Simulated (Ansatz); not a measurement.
CCl+, closed-shell singlet (lowest of 2S+1 = 1, 3, 5 at CCSD(T)/def2-TZVPP on PBE0 minima; our sources give no spin for the ground state, which may be another), most abundant isotopes (12.0000 and 34.9689 u). Constants from fifth-degree fits in 1/R to seven points on the lowest solution found; no spin–orbit coupling, no relativity up to Kr; ω_e x_e and α_e move by some per cent with the fit.

Cores are frozen in the correlated methods. CBS(a, b) extrapolates the correlation energy as X⁻³ and adds the Hartree–Fock energy of set b.

The values were computed with Ansatz (a program for electronic structure). Each number belongs to the level named beside it.

```tsv
level	r_e (Å)	ω_e (cm⁻¹)	ω_e x_e (cm⁻¹)	α_e (cm⁻¹)
PBE/def2-TZVPP	1.5546	1136.2	6.07	0.00635
CCSD(T)/CBS(aug-cc-pV(Q+d)Z, aug-cc-pV(5+d)Z)	1.5404	1183.8	6.29	0.00626
```

### Question
Derive the rotational constants, the centrifugal constant, the fundamental, the zero-point energy and the force constant.

### Answer

μ = 8.93414 u.
- PBE/def2-TZVPP: B_e = 16.8576/(μ r_e²) = 0.78071 cm⁻¹; B₀ = B_e − α_e/2 = 0.77753 cm⁻¹; D = 4B_e³/ω_e² = 1.47e-06 cm⁻¹; fundamental ω_e − 2ω_e x_e = 1124 cm⁻¹; zero-point energy ω_e/2 − ω_e x_e/4 = 567 cm⁻¹; k = μ(2πcω_e)² = 680 N/m; the line J = 1 ← 0 at 2B₀ = 46.62 GHz
- CCSD(T)/CBS(aug-cc-pV(Q+d)Z, aug-cc-pV(5+d)Z): B_e = 16.8576/(μ r_e²) = 0.79523 cm⁻¹; B₀ = B_e − α_e/2 = 0.79209 cm⁻¹; D = 4B_e³/ω_e² = 1.44e-06 cm⁻¹; fundamental ω_e − 2ω_e x_e = 1171 cm⁻¹; zero-point energy ω_e/2 − ω_e x_e/4 = 590 cm⁻¹; k = μ(2πcω_e)² = 738 N/m; the line J = 1 ← 0 at 2B₀ = 47.49 GHz
